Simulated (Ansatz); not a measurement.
`CN([SiH3])[SiH2]F` → `[CH2]` (triplet) + `F[SiH2]N[SiH3]` at 400 K and 1 bar (formal loss of a carbene).

Computed with Ansatz on PBE0-D4/def2-TZVP structures; ΔE is electronic, products minus reactants. CBS: MP2 limit from def2 TZ/QZ plus the TZ coupled-cluster correction, frozen cores. This one scheme is used for every species. Triplets are unrestricted, without spin–orbit coupling. Each species was taken in one conformer, which may not be the lowest.

| species | CCSD(T)/CBS energy (Eh) | H − E (kJ/mol) | S (J/(mol·K)) |
| --- | --- | --- | --- |
| `CN([SiH3])[SiH2]F` | -775.62200 | 274.6 | 410.3 |
| `[CH2]` (triplet) | -39.09499 | 59.0 | 205.7 |
| `F[SiH2]N[SiH3]` | -736.37696 | 194.2 | 372.8 |

H − E and S are ideal-gas, rigid-rotor, harmonic terms from PBE0-D4/def2-TZVP, for one conformer and one mirror image of each species, with the whole ground term of open shells counted as degenerate. 1 Eh = 2625.50 kJ/mol, R = 8.31446 J/(mol·K).

By hand: ΔE, ΔH, ΔS and ΔG.

ΔE = (-39.09499) + (-736.37696) − (-775.62200) = 0.15005 Eh = 394.0 kJ/mol. Δ(H − E) = 59.0 + 194.2 − 274.6 = -21.4, so ΔH = 372.6 kJ/mol. ΔS = 205.7 + 372.8 − 410.3 = 168.2 J/(mol·K). ΔG = 372.6 − 400 × (168.2)/1000 = 305.3 kJ/mol.

By hand: the equilibrium constant, and the temperature at which ΔG would vanish if ΔH and ΔS stayed fixed.

log₁₀ K = −ΔG/(RT ln 10) = -39.9. ΔG = 0 at ΔH/ΔS = 2215 K.

The number of gas molecules changes by +1, which sets the sign of ΔS. A doubt of 5 kJ/mol in ΔE shifts log₁₀ K by 0.7 here. Other conformers and mirror images would add mixing entropy, several J/(mol·K) or more a flexible species. Modes under 60 cm⁻¹, often nearly free rotors, make the harmonic entropy too high. A triplet takes part, so the spin changes. These are equilibria of isolated gas molecules and say nothing of rates. Largest T1 diagnostic: 0.011 (customary marks: 0.02 for closed shells, 0.045 for open ones).
